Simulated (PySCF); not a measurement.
The group X on BH2-X is varied. Isolated molecules, 0 K electronic values unless said otherwise. One relaxed conformer stands for each flexible species; it need not be the lowest. Strings in code marks are SMILES.

The numbers are results of PySCF with PBE-D3(BJ)/def2-TZVP // M06-2X/def2-TZVP, not measurements. All candidates: neutral, multiplicity 1. Delta-SCF ions had no search for a lower state. 

```json
{
 "LUMO": "-1.33 eV",
 "vertical ionisation energy (Delta-SCF)": "10.80 eV",
 "HOMO": "-7.10 eV"
}
```

Question: Identify which member has these values.
A) `BOC`
B) `BC=O`
C) `BB(O)O`
D) `B`

Answer: A, `BOC`. The others give `B`: -3.04 eV, 12.91 eV, -8.49 eV; `BB(O)O`: -3.21 eV, 10.18 eV, -6.69 eV; `BC=O`: -3.05 eV, 9.85 eV, -5.96 eV
